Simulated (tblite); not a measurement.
C7H4ClFO.
Cartesian coordinates in Å at the GFN2-xTB level; atoms count from 1:
```xyz
14
C7H4ClFO angstrom
O      2.947    1.304   -0.357
C      2.341    0.296   -0.225
F      3.028   -0.887   -0.189
C      0.898    0.099   -0.086
C      0.333   -1.168    0.060
C     -1.035   -1.303    0.188
C     -1.840   -0.171    0.169
Cl    -3.545   -0.341    0.329
C     -1.290    1.097    0.024
C      0.077    1.229   -0.103
H      0.966   -2.042    0.073
H     -1.481   -2.279    0.301
H     -1.931    1.964    0.011
H      0.530    2.202   -0.218
```

Level: GFN2-xTB in tblite, geometry and Hessian alike; calculated harmonic values, unscaled, isolated species. This tight-binding method is rough: wavenumbers can miss measured ones by several per cent, in bad cases by 10 to 20. One conformer, not necessarily the lowest.

Harmonic wavenumbers (cm⁻¹): 58.7, 79.7, 154.2, 245.0, 283.8, 290.5, 369.6, 445.5, 471.6, 513.5, 598.9, 632.0, 652.3, 707.3, 780.5, 823.7, 867.3, 917.4, 924.9, 949.3, 1018.0, 1101.9, 1129.2, 1181.6, 1227.3, 1255.2, 1329.5, 1400.3, 1447.0, 1563.1, 1574.8, 1823.9, 3100.1, 3101.2, 3110.8, 3112.5.

A = 3854, B = 550.9, C = 482.0 MHz; mass 157.993 u (most abundant isotopes); point group Cs, symmetry number 1.

Zero-point energy?

Half the sum of the wavenumbers: 19621 cm⁻¹ = 56.10 kcal/mol.

What is S at 350 K and 1 bar for an ideal gas of classical rigid rotors and harmonic oscillators?

Translation 41.90, rotation 30.61, vibration 26.27: S = 98.8 cal/(mol K).

And Cp and H(350 K) − H(0)?

Cp = 37.62 cal/(mol K), of which vibrations give 29.67 (their classical limit is 36 R = 71.5); H(350 K) − H(0) = 7.81 kcal/mol without the zero-point energy, 5.02 from vibrations.

Which modes carry the vibrational entropy at 350 K?

58.7 cm⁻¹: 4.82; 79.7 cm⁻¹: 4.21; 154.2 cm⁻¹: 2.93; 245.0 cm⁻¹: 2.05; 283.8 cm⁻¹: 1.79; 290.5 cm⁻¹: 1.75 cal/(mol K); the other 30 give 8.72 together.

Blend soft modes into free rotors: weight 1/[1 + (100 cm⁻¹/ν̃)⁴] for the oscillator and the rest for a rotor with moment μB/(μ + B), μ = h/(8π²ν), B = 10⁻⁴⁴ kg m². What vibrational entropy results?

24.41 cal/(mol K) in place of 26.27, which changes −T·S at 350 K by +0.65 kcal/mol.

Hindered rotation and anharmonicity are outside this model. Other conformers, if any are populated, would add a mixing term that is left out.
